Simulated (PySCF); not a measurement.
# Dipole response of Li⁺ (lithium, charge +1)

1s2, closed-shell 1S. Computed with PySCF 2.14 in aug-cc-pVDZ-DK, with the spin-free X2C one-electron Hamiltonian (Gaussian nucleus). Coupled (time-dependent) response in atomic units; α is the mean over directions. A double-zeta set is small for polarisabilities.

```tsv
method	mean α (bohr³)	C₆ (like pair)	S(−4)
UHF	0.05038	0.004528	0.008928
PBE	0.07083	0.007876	0.01619
PBE0	0.06385	0.006645	0.01355
CAM-B3LYP	0.06810	0.007450	0.01489
```

S(−4) is the Cauchy moment in α(ω) = α(0) + S(−4) ω² + …

α(iu) at PBE0:

```tsv
u (hartree)	α(iu) (bohr³)
0	0.06385
0.0500	0.06382
0.100	0.06372
0.200	0.06332
0.300	0.06266
0.500	0.06064
0.750	0.05705
1.00	0.05268
1.50	0.04324
2.00	0.03457
3.00	0.02198
5.00	0.01016
```

A single London oscillator, α(iu) = α/(1 + u²/ω²), gives C₆ = (3/4) ω α². Matching the computed C₆ needs ω = 4 × 0.006645 / (3 × 0.06385²) = 2.17 hartree.

For an ion, C₆ is the dispersion term alone; charge-induced terms of lower order in 1/R come first.
